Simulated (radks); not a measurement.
The numbers below are computed, except where a source is named.
Species: Mo19+. Configuration: [Ne] 3s2 3p5 3d5 4f1 (not the ground configuration). Level of theory: Dirac Kohn-Sham, LDA (Slater exchange, Perdew-Wang correlation), spin-unpolarised, spherical densities, finite nucleus; open shells fill j = l - 1/2 first; Fermi nuclear charge, rms radius 4.4091 fm (a radial shooting solver on a logarithmic mesh with Libxc functionals).

Normalised radial functions P(r) = r R(r) (large component), r in bohr:

r           3p1/2   3d5/2   4f5/2
0.003179   0.0159  0.0001  0.0000
0.004074   0.0234  0.0001  0.0000
0.005179   0.0342  0.0003  0.0000
0.006637   0.0508  0.0005  0.0000
0.008505   0.0757  0.0011  0.0000
0.01081    0.1111  0.0022  0.0000
0.01385    0.1638  0.0045  0.0000
0.01761    0.2359  0.0087  0.0001
0.02257    0.3373  0.0170  0.0001
0.02869    0.4649  0.0321  0.0003
0.03677    0.6245  0.0606  0.0008
0.04712    0.7969  0.1113  0.0020
0.0599     0.9427  0.1939  0.0047
0.07676    1.0122  0.3304  0.0108
0.09758    0.9250  0.5269  0.0235
0.125      0.6009  0.8023  0.0502
0.159      0.0407  1.1207  0.0997
0.2037    -0.7032  1.4450  0.1911
0.261     -1.3922  1.6647  0.3411
0.3318    -1.7451  1.6760  0.5514
0.4252    -1.6343  1.4327  0.8195
0.5406    -1.1638  1.0135  1.0680
0.6927    -0.5970  0.5511  1.2018
0.8806    -0.2171  0.2244  1.1095
1.128     -0.0478  0.0589  0.7869
1.446     -0.0058  0.0091  0.3947
1.838     -0.0004  0.0008  0.1321
2.356     0.0000  0.0000  0.0242

3p1/2: eigenvalue -977.27 eV, 1 radial node at r = 0.161 bohr, <r> = 0.391 bohr, 90 % of the charge inside 0.585 bohr. 3d5/2: eigenvalue -815.41 eV, 0 radial nodes, <r> = 0.365 bohr, 90 % of the charge inside 0.566 bohr. 4f5/2: eigenvalue -346.51 eV, 0 radial nodes, <r> = 0.814 bohr, 90 % of the charge inside 1.20 bohr.
